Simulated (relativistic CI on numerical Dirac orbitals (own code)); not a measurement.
**Line list: Electric-dipole lines, Ga VI**

These numbers are calculated, not measured: Dirac-Coulomb-Breit CI, KLI orbitals optimised for each configuration, QED by a radiative potential, valence Slater integrals scaled by 0.85, P86 correlation energy added to each configuration (own radial code, finite nucleus).

CI space (outside the closed core [Ne]): 3s²3p⁶3d⁸, 3s²3p⁶3d⁷4s, 3s²3p⁶3d⁷4p, 3s²3p⁵3d⁹, 3s²3p⁶3d⁷4d, 3s²3p⁶3d⁷5s, 3s²3p⁶3d⁷5p, 3s²3p⁴3d¹⁰, 3s²3p⁶3d⁷4f, 3s²3p⁶3d⁶4s², 3s3p⁶3d⁹, 3s²3p⁶3d⁷5d, 3s²3p⁶3d⁷6s, 3s²3p⁶3d⁷6p, 3s²3p⁶3d⁷5f, 3s²3p⁶3d⁷5g, 3s²3p⁶3d⁶4s4p, 3s²3p⁶3d⁷6d, 3s²3p⁶3d⁶4p², 3s²3p⁶3d⁶4s4d, 3s²3p⁵3d⁸4s, 3s²3p⁶3d⁶4p4d. Levels of other configurations are missing.

| λ vac (Å) | Lower | Upper | A (s⁻¹) | E lower (cm⁻¹) | E upper (cm⁻¹) |
| --- | --- | --- | --- | --- | --- |
| 235.12 | 3s²3p⁶3d⁸ ³F4 [1] | 3s²3p⁶3d⁷4p ³G°5 [89] | 1.20e+10 | 0 | 425318 |
| 235.29 | 3s²3p⁶3d⁸ ³F3 [2] | 3s²3p⁶3d⁷4p ³G°4 [102] | 1.17e+10 | 3136 | 428137 |
| 245.87 | 3s²3p⁶3d⁸ ¹G4 [8] | 3s²3p⁶3d⁷4p ¹G°4 [127] | 2.54e+10 | 32384 | 439098 |
| 248.91 | 3s²3p⁶3d⁸ ³F4 [1] | 3s²3p⁶3d⁷4p ³F°4 [64] | 8.07e+09 | 0 | 401749 |
| 671.08 | 3s²3p⁶3d⁷4p ⁵F°5 [48] | 3s²3p⁶3d⁷4d ⁵G6 [160] | 5.31e+09 | 391185 | 540198 |
| 679.65 | 3s²3p⁶3d⁷4p ³H°5 [75] | 3s²3p⁶3d⁷4d ³I6 [205] | 8.05e+09 | 419637 | 566771 |
| 682.23 | 3s²3p⁶3d⁷4p ³I°6 [99] | 3s²3p⁶3d⁷4d ³K7 [236] | 8.77e+09 | 427218 | 573795 |
| 682.48 | 3s²3p⁶3d⁷4p ⁵G°4 [57] | 3s²3p⁶3d⁷4d ⁵H5 [173] | 8.07e+09 | 398237 | 544761 |
| 685.58 | 3s²3p⁶3d⁷4p ⁵G°5 [56] | 3s²3p⁶3d⁷4d ⁵H6 [167] | 8.76e+09 | 397051 | 542912 |
| 689.90 | 3s²3p⁶3d⁷4p ⁵G°6 [54] | 3s²3p⁶3d⁷4d ⁵H7 [163] | 9.04e+09 | 396726 | 541674 |
| 693.54 | 3s²3p⁶3d⁷4p ³H°6 [82] | 3s²3p⁶3d⁷4d ³I7 [204] | 8.80e+09 | 422497 | 566684 |
| 693.59 | 3s²3p⁶3d⁷4p ³I°7 [106] | 3s²3p⁶3d⁷4d ³K8 [237] | 8.94e+09 | 429621 | 573799 |
| 694.91 | 3s²3p⁶3d⁷4p ³G°5 [63] | 3s²3p⁶3d⁷4d ³H6 [176] | 8.72e+09 | 401513 | 545417 |
| 696.93 | 3s²3p⁶3d⁷4p ³G°4 [66] | 3s²3p⁶3d⁷4d ³H5 [186] | 8.62e+09 | 404512 | 547999 |
| 872.42 | 3s²3p⁶3d⁷4d ⁵H7 [163] | 3s²3p⁶3d⁷4f ⁵I°8 [389] | 7.37e+09 | 541674 | 656298 |
| 942.64 | 3s²3p⁶3d⁷4s ³H6 [28] | 3s²3p⁶3d⁷4p ³H°6 [119] | 1.97e+09 | 329856 | 435942 |
| 966.13 | 3s²3p⁶3d⁷4s ⁵P3 [18] | 3s²3p⁶3d⁷4p ⁵D°4 [81] | 1.93e+09 | 318563 | 422069 |
| 966.72 | 3s²3p⁶3d⁷4s ⁵F5 [10] | 3s²3p⁶3d⁷4p ⁵G°6 [54] | 2.18e+09 | 293283 | 396726 |
| 983.64 | 3s²3p⁶3d⁷4s ⁵F4 [11] | 3s²3p⁶3d⁷4p ⁵G°5 [56] | 1.75e+09 | 295388 | 397051 |
| 988.48 | 3s²3p⁶3d⁷4s ⁵F3 [12] | 3s²3p⁶3d⁷4p ⁵G°4 [57] | 1.80e+09 | 297071 | 398237 |
| 991.65 | 3s²3p⁶3d⁷4s ³G5 [21] | 3s²3p⁶3d⁷4p ³H°6 [82] | 2.01e+09 | 321654 | 422497 |
| 992.93 | 3s²3p⁶3d⁷4s ⁵F2 [13] | 3s²3p⁶3d⁷4p ⁵G°3 [59] | 1.81e+09 | 298276 | 398987 |
| 1002.4 | 3s²3p⁶3d⁷4s ³H6 [28] | 3s²3p⁶3d⁷4p ³I°7 [106] | 2.01e+09 | 329856 | 429621 |
| 1007.3 | 3s²3p⁶3d⁷4s ¹G4 [24] | 3s²3p⁶3d⁷4p ¹H°5 [97] | 1.66e+09 | 327494 | 426772 |
| 1008.2 | 3s²3p⁶3d⁷4s ⁵F4 [11] | 3s²3p⁶3d⁷4p ⁵D°4 [51] | 1.53e+09 | 295388 | 394575 |
| 1014.2 | 3s²3p⁶3d⁷4s ³F4 [15] | 3s²3p⁶3d⁷4p ³F°4 [64] | 1.63e+09 | 303145 | 401749 |
| 1015.0 | 3s²3p⁶3d⁷4s ³F3 [16] | 3s²3p⁶3d⁷4p ³G°4 [66] | 1.71e+09 | 305994 | 404512 |
| 1016.6 | 3s²3p⁶3d⁷4s ³F4 [15] | 3s²3p⁶3d⁷4p ³G°5 [63] | 1.56e+09 | 303145 | 401513 |
| 1021.4 | 3s²3p⁶3d⁷4s ⁵F5 [10] | 3s²3p⁶3d⁷4p ⁵F°5 [48] | 1.75e+09 | 293283 | 391185 |
| 1027.2 | 3s²3p⁶3d⁷4s ⁵F5 [10] | 3s²3p⁶3d⁷4p ⁵D°4 [47] | 1.38e+09 | 293283 | 390638 |

Terms are leading LS components. Brackets give the number of a level in order of energy, since labels repeat. The list gives strong lines, with weight on those to low levels, without lines whose two gauges differ by over a factor of 2.5, among the lowest 400 of 4702 levels, so that lines to higher ones, which can be the strongest, are missing. Levels whose partners in the same complex of configurations lie outside the list can be far off, and so can their lines. Rates are taken at the computed energies, electric ones in the length gauge.

At this charge configurations can still be misplaced by up to about 7 % of their energy. 64 of the 69 excited levels that our extract of the measured tables holds in this range could be paired (the sources list more); they are missed by 1525 cm⁻¹ on average and 8653 at most, and levels without a partner can miss by more.

LS names give the leading component of a level, which can be under half, so a name can repeat, a term be missing and a line seem to break the LS rules.
